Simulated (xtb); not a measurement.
Ga(H)(Me)(OMe) (C2H7GaO), SMILES [O](C)[GaH][CH3]. All values are semi-empirical tight-binding results from xtb (GFN2-xTB unless named), good for trends rather than for accurate numbers. The structure is a stationary point at GFN2-xTB. The structure was generated by enumeration; whether it is a known compound was not checked. The values are those of a single conformer.

Optimised geometry:

Bonded distances (Å): Ga1–H2 1.569, Ga1–C3 2.024, Ga1–O7 1.718, C3–H4 1.090, C3–H5 1.091, C3–H6 1.091, O7–C8 1.410, C8–H9 1.093, C8–H10 1.093, C8–H11 1.092. Bond angles (°): H2–Ga1–C3 130.7, H2–Ga1–O7 115.7, C3–Ga1–O7 113.6, Ga1–C3–H4 111.6, Ga1–C3–H5 111.3, Ga1–C3–H6 107.6, H4–C3–H5 107.9, H4–C3–H6 109.3, H5–C3–H6 109.1, Ga1–O7–C8 163.5, O7–C8–H9 109.5, O7–C8–H10 109.3, O7–C8–H11 111.3, H9–C8–H10 108.9, H9–C8–H11 108.9, H10–C8–H11 108.9.
Charge 0, spin multiplicity 1.

The geometry has at least one imaginary mode, so it is a saddle point at that level.

For metal compounds this method's bond lengths and energies can be far off.

Problem. Estimate the properties. (The exact figures need the calculation; the answer reports its results.)

Solution. 
- orbital gap: 4.49 eV

Computed atomic charges and the Wiberg bond orders between heavy atoms:
charges (e) Ga1 0.12, H2 -0.03, C3 -0.15, H4 0.07, H5 0.07, H6 0.09, O7 -0.36, C8 0.05, H9 0.04, H10 0.04, H11 0.04. Bond orders Ga1–C3 0.94, Ga1–O7 1.26, O7–C8 0.96.
